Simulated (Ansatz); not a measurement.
Job for Ansatz (a first-principles code): R-CCSD(T)/def2-SVP on FGeH3Si (SMILES [F][Ge][SiH3]), a point of a torsion scan. The run froze 20 orbitals, filled d shells among them.

Ansatz 0.2 input:
```yaml
crystal:
  periodic: [false, false, false]
  atoms:
    - {symbol: F, position_ang: [2.47629134, 0.58002129, -0.22726329]}
    - {symbol: Ge, position_ang: [1.64660174, -0.96689871, 0.29338967]}
    - {symbol: Si, position_ang: [-0.61183520, -0.02652257, 0.04035597]}
    - {symbol: H, position_ang: [-0.93126924, 0.43189574, -1.32066791]}
    - {symbol: H, position_ang: [-0.89314050, 1.11531271, 0.92497910]}
    - {symbol: H, position_ang: [-1.65449189, -1.02005223, 0.36104275]}
basis:
  gaussian:
    orbitals: def2-SVP
magnetization: {spin_polarized: false}
correlation: {method: ccsd_t, electrons: outside_noble_gas}
scf: {lower_state_search: off}
```

Question: Predict the final total energy.

Answer: -2465.4562 hartree (reference determinant -2465.0431, T1 diagnostic 0.019).
